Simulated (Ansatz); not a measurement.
`F[C](F)(F)[Sn]([Cl])([Cl])[Cl]`. Charge 0, multiplicity 1. Sn takes the def2 core potential. Geometry: relaxed with PBE0-D4/def2-TZVP.

```xyz
8

F    -1.434    0.302    1.504
C    -0.852    0.772    0.402
F    -1.795    0.956   -0.521
F    -0.314    1.957    0.689
Sn    0.692   -0.629   -0.327
Cl   -0.272   -2.643   -0.853
Cl    1.700    0.237   -2.197
Cl    2.275   -0.953    1.302
```

Problem. What is the dipole moment at ωB97M-V/def2-TZVPP? (An estimate is asked.)

Solution. Ansatz gave: 0.17 D, with components (-0.12, 0.10, 0.06) D in this frame, pointing from negative to positive charge.

Problem. And with PBE, r2SCAN, B3LYP? (Estimate.)

Solution. Ansatz gave: PBE 0.53 D, r2SCAN 0.47 D, B3LYP 0.24 D.

Problem. Give the Mulliken charges with ωB97M-V, B3LYP, PBE in def2-TZVPP. (Best estimate.)

Solution. Ansatz gave: 
| atom | ωB97M-V | B3LYP | PBE |
| --- | --- | --- | --- |
| F1 | -0.14 | -0.15 | -0.11 |
| C2 | 0.35 | 0.37 | 0.27 |
| F3 | -0.14 | -0.15 | -0.11 |
| F4 | -0.14 | -0.15 | -0.11 |
| Sn5 | 0.87 | 0.98 | 0.89 |
| Cl6 | -0.26 | -0.30 | -0.28 |
| Cl7 | -0.26 | -0.30 | -0.28 |
| Cl8 | -0.26 | -0.30 | -0.28 |

B3LYP here is the variant with VWN-RPA as its local correlation; programs differ in this.
